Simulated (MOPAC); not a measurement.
Job for MOPAC: AM1 on H4Sn (SMILES [SnH4]), a point of a bond scan (R = 3.417 Å).

```
AM1 1SCF PRECISE CHARGE=0 THREADS=1
H4Sn

Sn    -0.00000000 1    -0.00000000 1    -0.00000000 1
H      2.60331444 1     1.39989802 1    -1.71443758 1
H      0.60242146 1    -0.85906066 1     1.34839436 1
H     -1.05716935 1     1.23097093 1     0.53494647 1
H     -0.84690933 1    -1.07185928 1    -1.02612204 1
```

The log:

```
*******************************************************************************
 **                                                                           **
 **                              MOPAC v23.2.5                                **
 **                                                                           **
 *******************************************************************************
 ** MOPAC's Digital Object Identifier: https://doi.org/10.5281/zenodo.6511958 **
 **                                                                           **
 ** Please cite the open-source release paper for use of this MOPAC version:  **
 ** J. E. Moussa and J. J. P. Stewart (2026)                                  **
 ** MOPAC: An open-source semiempirical molecular orbital program             **
 ** J. Open Source Softw., 11(119), 8025, https://doi.org/10.21105/joss.08025 **
 *******************************************************************************

                              AM1 CALCULATION RESULTS

 *******************************************************************************
 *  AM1        - The AM1 Hamiltonian to be used
 *
 *
 *
 *                 CHARGE ON SYSTEM = 0
 *
 *
 *
 *  PRECISE    - TIGHTER CRITERIA TO BE USED
 *  1SCF       - DO 1 SCF AND THEN STOP
 *  THREADS=1  - MULTI-THREADING NOT USED
 *  T=         - A TIME OF 172800.0 SECONDS REQUESTED
 *  DUMP=N     - RESTART FILE WRITTEN EVERY 7200.0 SECONDS REQUESTED
 *******************************************************************************
AM1 1SCF PRECISE CHARGE=0 THREADS=1
 H4Sn

   ATOM   CHEMICAL          X               Y               Z
  NUMBER   SYMBOL      (ANGSTROMS)     (ANGSTROMS)     (ANGSTROMS)

     1      Sn         -0.00000000  *  -0.00000000  *  -0.00000000  *
     2       H          2.60331444  *   1.39989802  *  -1.71443758  *
     3       H          0.60242146  *  -0.85906066  *   1.34839436  *
     4       H         -1.05716935  *   1.23097093  *   0.53494647  *
     5       H         -0.84690933  *  -1.07185928  *  -1.02612204  *



          CARTESIAN COORDINATES

    NO.       ATOM           X           Y           Z

     1        Sn         -0.0000     -0.0000     -0.0000
     2         H          2.6033      1.3999     -1.7144
     3         H          0.6024     -0.8591      1.3484
     4         H         -1.0572      1.2310      0.5349
     5         H         -0.8469     -1.0719     -1.0261

  H: (AM1): M.J.S. DEWAR ET AL, J. AM. CHEM. SOC. 107 3902-3909 (1985)
 Sn: (AM1): J. J. P. STEWART, J. MOL. MOD., 10, 155-164 (2004)

           Empirical Formula: H4 Sn  =     5 atoms



      MOLECULAR POINT GROUP   :   C3v


      RHF CALCULATION, NO. OF DOUBLY OCCUPIED LEVELS = 4


 -------------------------------------------------------------------------------
 AM1 1SCF PRECISE CHARGE=0 THREADS=1
 H4Sn



     1SCF WAS SPECIFIED, SO BFGS WAS NOT USED
     SCF FIELD WAS ACHIEVED


                              AM1 CALCULATION
                                                       MOPAC v23.2.5 Linux




          FINAL HEAT OF FORMATION =        130.05617 KCAL/MOL =     544.15501 KJ/MOL


          COSMO AREA              =         97.56 SQUARE ANGSTROMS
          COSMO VOLUME            =         80.51 CUBIC ANGSTROMS

          IONIZATION POTENTIAL    =          9.612598 EV
          HOMO LUMO ENERGIES (EV) =         -9.613 -3.644
          NO. OF FILLED LEVELS    =          4
          MOLECULAR WEIGHT        =        122.7216         POINT GROUP:  C3v

          MOLECULAR DIMENSIONS (Angstroms)

            Atom       Atom       Distance
            H     4    H     2     4.29970
            H     3    H     5     2.79001
            H     3    H     2     2.24025


          SCF CALCULATIONS        =          1





   ATOM   CHEMICAL          X               Y               Z
  NUMBER   SYMBOL      (ANGSTROMS)     (ANGSTROMS)     (ANGSTROMS)

     1      Sn         -0.00000000  *  -0.00000000  *  -0.00000000  *
     2       H          2.60331444  *   1.39989802  *  -1.71443758  *
     3       H          0.60242146  *  -0.85906066  *   1.34839436  *
     4       H         -1.05716935  *   1.23097093  *   0.53494647  *
     5       H         -0.84690933  *  -1.07185928  *  -1.02612204  *

                             CARTESIAN COORDINATES

   1   Sn       -0.000000000    -0.000000000    -0.000000000
   2    H        2.603314440     1.399898020    -1.714437580
   3    H        0.602421460    -0.859060660     1.348394360
   4    H       -1.057169350     1.230970930     0.534946470
   5    H       -0.846909330    -1.071859280    -1.026122040


           Empirical Formula: H4 Sn  =     5 atoms



      MOLECULAR POINT GROUP   :   C3v


                  EIGENVALUES
 -24.50681 -12.08130 -12.08130  -9.61260  -3.64415  -0.45164   0.92561   0.92561


              NET ATOMIC CHARGES AND DIPOLE CONTRIBUTIONS

  ATOM NO.   TYPE          CHARGE      No. of ELECS.   s-Pop       p-Pop
    1         Sn          -1.345329        5.3453     1.82467     3.52066
    2          H           0.440986        0.5590     0.55901
    3          H           0.301448        0.6986     0.69855
    4          H           0.301448        0.6986     0.69855
    5          H           0.301448        0.6986     0.69855
 DIPOLE           X         Y         Z       TOTAL
 POINT-CHG.     3.630     1.952    -2.390     4.764
 HYBRID        -0.641    -0.345     0.422     0.841
 SUM            2.989     1.607    -1.968     3.923


          ATOMIC ORBITAL ELECTRON POPULATIONS

     Atom    s        px        py        pz
    1 Sn   1.82467   1.17817   1.17046   1.17203
    2  H   0.55901
    3  H   0.69855
    4  H   0.69855
    5  H   0.69855

 **********************
 *                    *
 * JOB ENDED NORMALLY *
 *                    *
 **********************




 == MOPAC DONE ==
```

The run finished.

Cost: about 0.06 core-seconds (a rough figure).
